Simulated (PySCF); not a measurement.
Compound: C2H8OSi.
Atom-mapped SMILES: `[CH3:1][CH2:2][O:3][SiH3:4]` (hydrogens: H5, H6, H7 on C1; H8, H9 on C2; H10, H11, H12 on Si4)

Torsions of this conformer, `[CH3:1][CH2:2][O:3][SiH3:4]`: C1–C2–O3–Si4 180°.

The closed-shell ground state was solved at several levels (PySCF, density fitting, gas phase, non-relativistic). Geometry: PBE0-D3(BJ)/def2-SVP, one conformer, isolated molecule.

```tsv
level	basis functions	total energy (Eh)	HOMO (eV)	LUMO (eV)	gap (eV)	dipole (D)
wB97X-D/pcSseg-2	263	-445.7935	-9.98	1.88	11.86	1.07
CAM-B3LYP/def2-SVPD	151	-445.4979	-9.50	1.13	10.63	1.08
```

Q: Estimate the row for PBE0/pcSseg-1, a basis of 115 functions; the other rows only guide the guess.

A: Total energy -445.4268 Eh, HOMO -8.02 eV, LUMO 0.55 eV, gap 8.57 eV, dipole 1.10 D.

Q: Over all these levels, which gives the widest orbital gap and which the narrowest?

A: wB97X-D/pcSseg-2 (range-separated hybrid) has the widest, 11.86 eV, and PBE0/pcSseg-1 (global hybrid, 25 % exact exchange) the narrowest, 8.57 eV. Functional and basis both differ between the two, so the spread mixes both effects.

Q: How far do the dipole and the HOMO energy spread over the levels?

A: The dipole runs from 1.07 to 1.10 D (mean 1.08 D) and the HOMO from -9.98 to -8.02 eV.

wB97X-D is run here without its empirical dispersion term; that term would change no orbital, density or response property at a fixed geometry.
